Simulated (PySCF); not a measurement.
C₃H₆BN₃, SMILES CNB1N=CC=N1.

The structure is a stationary point at B3LYP-D3(BJ)/def2-SVP. This is a generated structure with no PubChem entry under its InChIKey; it may be hypothetical. The values are those of a single conformer.

All values below come from PBE/def2-TZVP (PySCF).

Symmetry labels are those of the subgroup Cs that the program uses (full group Cs).

Computed valence orbital energies around the gap with their symmetry:
```json
[
 {"orbital": "HOMO−7", "symmetry": "A'", "energy (eV)": "-9.94"},
 {"orbital": "HOMO−6", "symmetry": "A\"", "energy (eV)": "-9.74"},
 {"orbital": "HOMO−5", "symmetry": "A'", "energy (eV)": "-9.48"},
 {"orbital": "HOMO−4", "symmetry": "A'", "energy (eV)": "-9.28"},
 {"orbital": "HOMO−3", "symmetry": "A\"", "energy (eV)": "-7.11"},
 {"orbital": "HOMO−2", "symmetry": "A\"", "energy (eV)": "-6.85"},
 {"orbital": "HOMO−1", "symmetry": "A'", "energy (eV)": "-6.02"},
 {"orbital": "HOMO", "symmetry": "A'", "energy (eV)": "-5.89"},
 {"orbital": "LUMO", "symmetry": "A\"", "energy (eV)": "-3.34"},
 {"orbital": "LUMO+1", "symmetry": "A'", "energy (eV)": "0.22"},
 {"orbital": "LUMO+2", "symmetry": "A\"", "energy (eV)": "0.23"},
 {"orbital": "LUMO+3", "symmetry": "A'", "energy (eV)": "1.17"}
]
```
